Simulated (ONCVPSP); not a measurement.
Building the ONCV potential for Cr (Z = 24) (PBEsol, scalar-relativistic).

ONCVPSP 4.0.1 input, shortened (lines: element, Z, core and valence counts, functional; n l f; lmax; l rc ep ncon nbas qcut; lloc lpopt rc5 dvloc0; l nproj debl; icmod fcfact rcfact), PBEsol, scalar-relativistic:

```
  Cr 24.00    3    3  -116133      upf
    1    0    2.00
    2    0    2.00
    2    1    6.00
    3    0    2.00
    3    1    6.00
    3    2    5.00
    2
    0    1.30    0.00    3    6    9.20
    1    1.00    0.00    4    7    9.10
    2    1.45    0.00    4    9    8.70
    4    5    0.90    0.00
    0    2    3.10
    1    3    3.90
    2    2    0.90
    0    0.00    0.00
```

Results:

- Cutoffs needed: 35 Ha and 114 Ha (the cutoffs (Ha) at which the residual kinetic energy of the hardest occupied pseudo-wave falls to 1 and 0.1 mHa per electron)
- Ghost test: no bound ghost flagged; GHOST(+) flagged for s at 379.8 eV
- Largest excitation error: +101 meV (all-electron minus pseudo) for 3s2 3p6 3d3, out of 4 test configurations

Generation and tests took about 4.5 s on one core of a shared server CPU.
